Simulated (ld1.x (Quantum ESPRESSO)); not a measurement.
# bismuth, TM: configuration errors across variants

- Element: Bi (Z = 83)
- Generator: ld1.x (Quantum ESPRESSO) 7.5
- Type: norm-conserving Troullier–Martins (Kleinman–Bylander form)
- Functional: PBE
- Relativity: non-relativistic
- Frozen core: [Kr] 4d10 4f14 5s2
- Valence charge: 21
- Reference configuration: 5p6 5d10 6s2 6p3
- Partial waves: 6s (bound): rc 1.65 bohr; 5d (bound): rc 1.70 bohr; 5p (bound): rc 1.65 bohr
- Local potential: the p channel
- Core correction: none

Occupied shells without a wave of their own: 6p. They enter only through the test configuration that unscreens the potential.

All-electron excitation energies from the reference (eV): (1) 5p6 5d10 6s2 6p2 8.029; (2) 5p6 5d10 6s2 6p1 23.217; (3) 5p6 5d10 6s2 6p0 46.256; (4) 5p6 5d10 6s1 6p0 86.598; (5) 5p6 5d10 6s0 6p5 13.532; (6) 5p6 5d10 6s1 6p3 15.240; (7) 5p6 5d10 6s1 6p4 6.692.

For the base: The 6p level has no wave, so the channel is fitted at the deeper level alone: the likely source of the large errors.

1 further variants failed, have other tests or too few solved ones, and are left out.

A true bound ghost makes a file unfit for plane-wave use even where its test errors are small: the radial tests pick states by their node count and pass the ghost by.

The file “base” misses its own reference levels by 0.9 eV. The file “all radii scaled by about 0.87 (s 1.44, p 1.44, d 1.48 bohr)” misses its own reference levels by 0.4 eV. The file “all radii scaled by about 0.95 (s 1.56, p 1.56, d 1.62 bohr)” misses its own reference levels by 0.7 eV. The file “all radii scaled by about 1.21 (s 2.00, p 2.00, d 2.06 bohr)” misses its own reference levels by 1.3 eV. The file “all radii scaled by about 1.26 (s 2.08, p 2.08, d 2.16 bohr)” misses its own reference levels by 1.3 eV. The file “all radii scaled by about 1.38 (s 2.28, p 2.28, d 2.36 bohr)” misses its own reference levels by 1.0 eV.

Errors AE − PS in meV (a dash: test not solved or not reliable):

| change | (1) | (2) | (3) | (4) | (5) | (6) | (7) | bound ghosts |
| --- | --- | --- | --- | --- | --- | --- | --- | --- |
| base | -1189 | -2952 | -5358 | -6596 | +1996 | -81 | +958 | s |
| all radii scaled by about 0.87 (s 1.44, p 1.44, d 1.48 bohr) | -574 | -1435 | -2627 | -3261 | +1245 | +1.5 | +514 | s |
| all radii scaled by about 0.95 (s 1.56, p 1.56, d 1.62 bohr) | -966 | -2405 | -4379 | -5413 | +1639 | -63 | +783 | s |
| all radii scaled by about 1.21 (s 2.00, p 2.00, d 2.06 bohr) | -1739 | -4289 | -7730 | -9428 | +2866 | -121 | +1393 | s |
| all radii scaled by about 1.26 (s 2.08, p 2.08, d 2.16 bohr) | -1713 | -4225 | -7621 | -9299 | +2818 | -120 | +1370 | s |
| all radii scaled by about 1.38 (s 2.28, p 2.28, d 2.36 bohr) | -1269 | -3169 | -5792 | -7143 | +2082 | – | +1008 | s |

Problem. Give the same row for: all radii scaled by about 1.10 (s 1.82, p 1.82, d 1.88 bohr).

Solution. -1591, -3930, -7095, -8674, +2634, -110, +1276; bound ghosts: s.
